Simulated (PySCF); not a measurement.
PySCF input (PBE/pcseg-2):

```python
import numpy as np, basis_set_exchange as bse
from pyscf import gto, scf, dft, df
from pyscf.prop.nmr import rks as nmr

basis = {'F': gto.basis.parse(bse.get_basis('pcseg-2', elements=['F'], fmt='nwchem')), 'H': gto.basis.parse(bse.get_basis('pcseg-2', elements=['H'], fmt='nwchem')), 'Si': gto.basis.parse(bse.get_basis('pcseg-2', elements=['Si'], fmt='nwchem'))}
mol = gto.M(
    atom='''
    Si   -0.24675166   -0.31480560    0.45207189
    H    -0.98134586   -1.21116338   -0.55911929
    F     0.49287435    0.62427130   -0.64109857
    ''',
    basis=basis,
    charge=0,
    verbose=4,
    max_memory=1839,
)
mf = dft.RKS(mol, xc='pbe')
mf.grids.level = 3
mf.conv_tol = 1e-9
mf.max_cycle = 100
print('smallest overlap eigenvalue', np.linalg.eigvalsh(mol.intor('int1e_ovlp'))[0])
mf.kernel()
dip = mf.dip_moment()
n = nmr.NMR(mf)
n.verbose = 2
n.max_cycle_cphf = 60
sigma = n.kernel()
for i, x in enumerate(sigma):
    print(mol.atom_symbol(i), i + 1, round(x.trace() / 3, 3))
```

Output:

```
PySCF version 2.14.0

[INPUT] verbose = 4
[INPUT] num. atoms = 3
[INPUT] num. electrons = 24
[INPUT] charge = 0
[INPUT] spin (= nelec alpha-beta = 2S) = 0
[INPUT] symmetry False subgroup None
[INPUT] Mole.unit = angstrom
[INPUT] Symbol           X                Y                Z      unit          X                Y                Z       unit  Magmom
[INPUT]  1 Si    -0.246751660000  -0.314805600000   0.452071890000 AA   -0.466293058182  -0.594896366479   0.854292060715 Bohr   0.0
[INPUT]  2 H     -0.981345860000  -1.211163380000  -0.559119290000 AA   -1.854474908876  -2.288767080303  -1.056582329061 Bohr   0.0
[INPUT]  3 F      0.492874350000   0.624271300000  -0.641098570000 AA    0.931397535323   1.179701784426  -1.211500716150 Bohr   0.0

nuclear repulsion = 48.0005053078677
number of shells = 28
number of NR pGTOs = 128
number of NR cGTOs = 78
basis = {'F': [[0, [17450.7, 0.000655972], [2617.68, 0.00506944], [595.857, 0.0259899], [168.651, 0.100353], [54.6654, 0.284095], [19.3717, 0.5], [7.06202, 0.370721]], [0, [13.1197, -0.101997], [1.45046, 0.5]], [0, [0.588255, 1.0]], [0, [0.22796, 1.0]], [1, [77.9407, 0.00931135], [18.0425, 0.0663964], [5.42342, 0.246386], [1.84876, 0.5]], [1, [0.617455, 1.0]], [1, [0.185496, 1.0]], [2, [2.8, 1.0]], [2, [0.8, 1.0]], [3, [1.2, 1.0]]], 'H': [[0, [75.4732, 0.00427821], [11.3575, 0.0328672], [2.60081, 0.159578], [0.735503, 0.5]], [0, [0.231761, 1.0]], [0, [0.0741675, 1.0]], [1, [1.6, 1.0]], [1, [0.45, 1.0]], [2, [1.25, 1.0]]], 'Si': [[0, [99613.3, 0.000235546], [14931.1, 0.00182707], [3398.2, 0.00951425], [962.14, 0.0388172], [313.43, 0.127328], [112.683, 0.313522], [43.3372, 0.5], [17.0029, 0.340347]], [0, [88.4208, -0.0404451], [26.6756, -0.178059], [4.7964, 0.5]], [0, [2.39385, 0.5], [1.08333, 0.338016]], [0, [0.25242, 1.0]], [0, [0.089121, 1.0]], [1, [709.901, 0.00123028], [168.426, 0.0101366], [53.9946, 0.051184], [19.8646, 0.169967], [8.01369, 0.370717], [3.3187, 0.5], [1.36112, 0.344128]], [1, [6.22158, -0.0166609], [0.503049, 0.5]], [1, [0.179848, 1.0]], [1, [0.0591912, 1.0]], [2, [1.68, 1.0]], [2, [0.38, 1.0]], [3, [0.54, 1.0]]]}
ecp = {}
smallest overlap eigenvalue 0.00969832572226978

******** <class 'pyscf.dft.rks.RKS'> ********
method = RKS
initial guess = minao
damping factor = 0
level_shift factor = 0
DIIS = <class 'pyscf.scf.diis.CDIIS'>
diis_start_cycle = 1
diis_space = 8
diis_damp = 0
SCF conv_tol = 1e-09
SCF conv_tol_grad = None
SCF max_cycles = 100
direct_scf = True
direct_scf_tol = 1e-13
XC library pyscf.dft.libxc version 7.1.2
    S. Lehtola, C. Steigemann, M. J. T. Oliveira, and M. A. L. Marques,  SoftwareX 7, 1–5 (2018)
XC functionals = pbe
    J. P. Perdew, K. Burke, and M. Ernzerhof,  Phys. Rev. Lett. 77, 3865 (1996)
    J. P. Perdew, K. Burke, and M. Ernzerhof,  Phys. Rev. Lett. 78, 1396 (1997)
    J. P. Perdew, K. Burke, and M. Ernzerhof,  Phys. Rev. Lett. 77, 3865 (1996)
    J. P. Perdew, K. Burke, and M. Ernzerhof,  Phys. Rev. Lett. 78, 1396 (1997)
radial grids:
    Treutler-Ahlrichs [JCP 102, 346 (1995); DOI:10.1063/1.469408] (M4) radial grids

becke partition: Becke, JCP 88, 2547 (1988); DOI:10.1063/1.454033
pruning grids: <function nwchem_prune>
grids dens level: 3
symmetrized grids: False
atomic radii adjust function: <function treutler_atomic_radii_adjust>
small_rho_cutoff = 0
Set gradient conv threshold to 3.16228e-05
Initial guess from minao.
tot grids = 43256
init E= -389.727791694924
  HOMO = -0.229184073207747  LUMO = -0.124692722985646  gap/eV = 2.84335
cycle= 1 E= -389.687419317257  delta_E= 0.0404  |g|= 0.592  |ddm|= 1.43
  HOMO = -0.177982920631425  LUMO = -0.118570683472459  gap/eV = 1.61669
cycle= 2 E= -389.157285611068  delta_E= 0.53  |g|= 1.83  |ddm|= 1.11
  HOMO = -0.208979717777154  LUMO = -0.130075875458511  gap/eV = 2.14708
cycle= 3 E= -389.743938760919  delta_E= -0.587  |g|= 0.0729  |ddm|= 0.888
  HOMO = -0.215575396695998  LUMO = -0.129760501769338  gap/eV = 2.33514
cycle= 4 E= -389.745147926868  delta_E= -0.00121  |g|= 0.0444  |ddm|= 0.16
  HOMO = -0.21617307971915  LUMO = -0.131646211975493  gap/eV = 2.30009
cycle= 5 E= -389.745740990271  delta_E= -0.000593  |g|= 0.0107  |ddm|= 0.0801
  HOMO = -0.215300334128258  LUMO = -0.131027313461319  gap/eV = 2.29319
cycle= 6 E= -389.745765579615  delta_E= -2.46e-05  |g|= 0.00186  |ddm|= 0.0134
  HOMO = -0.215356291596851  LUMO = -0.131034630174717  gap/eV = 2.29451
cycle= 7 E= -389.745766234632  delta_E= -6.55e-07  |g|= 0.000159  |ddm|= 0.00118
  HOMO = -0.215369066251025  LUMO = -0.131046625506352  gap/eV = 2.29453
cycle= 8 E= -389.745766240724  delta_E= -6.09e-09  |g|= 1.97e-05  |ddm|= 0.000184
  HOMO = -0.215366111043352  LUMO = -0.131044154867643  gap/eV = 2.29452
cycle= 9 E= -389.745766240824  delta_E= -9.95e-11  |g|= 3.75e-06  |ddm|= 3.44e-05
  HOMO = -0.215366359354224  LUMO = -0.131044269805685  gap/eV = 2.29452
Extra cycle  E= -389.745766240824  delta_E= -2.27e-13  |g|= 3.61e-06  |ddm|= 1.26e-05
converged SCF energy = -389.745766240824
Dipole moment(X, Y, Z, Debye): -0.52514, -0.66267,  0.54129
Si 1 -159.694
H 2 21.667
F 3 5.199
```
